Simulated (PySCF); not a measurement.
Si(F)(OH)2(SH) (FH3O2SSi), SMILES O[Si](S)(F)O.

Coordinates come from a PBE-D3(BJ)/def2-SVP optimisation. Other conformers were not sampled.

Method: PBE-D3(BJ)/def2-SVP in PySCF 2.14.0.

Frequencies are harmonic and unscaled.

| mode | ν (cm⁻¹) | IR (km/mol) | moving atoms (share of kinetic energy) |
|---|---|---|---|
| 1 | 84 | 42.0 | H 80 %, O 10 % |
| 2 | 144 | 68.0 | H 46 %, O 31 %, S 12 %, F 9 % |
| 3 | 182 | 7.5 | H 33 %, O 27 %, F 26 %, S 12 % |
| 4 | 242 | 10.2 | H 52 %, F 19 %, Si 12 %, S 10 % |
| 5 | 276 | 72.7 | H 58 %, O 26 %, Si 8 % |
| 6 | 309 | 31.9 | O 30 %, F 26 %, S 23 %, Si 12 %, H 8 % |
| 7 | 320 | 59.9 | O 43 %, F 26 %, Si 12 %, H 12 % |
| 8 | 334 | 24.2 | O 49 %, H 30 %, F 9 %, Si 9 % |
| 9 | 514 | 75.0 | Si 36 %, S 33 %, O 15 %, H 8 % |
| 10 | 699 | 14.3 | H 84 %, F 10 % |
| 11 | 771 | 151.6 | O 44 %, H 37 %, F 10 %, Si 9 % |
| 12 | 796 | 159.1 | H 71 %, O 27 % |
| 13 | 848 | 189.3 | H 46 %, Si 25 %, F 19 %, O 9 % |
| 14 | 935 | 140.0 | Si 47 %, O 31 %, F 13 %, H 9 % |
| 15 | 965 | 138.9 | Si 46 %, O 33 %, H 15 % |
| 16 | 2629 | 1.3 | H 97 % |
| 17 | 3752 | 86.0 | H 94 % |
| 18 | 3770 | 85.8 | H 94 % |
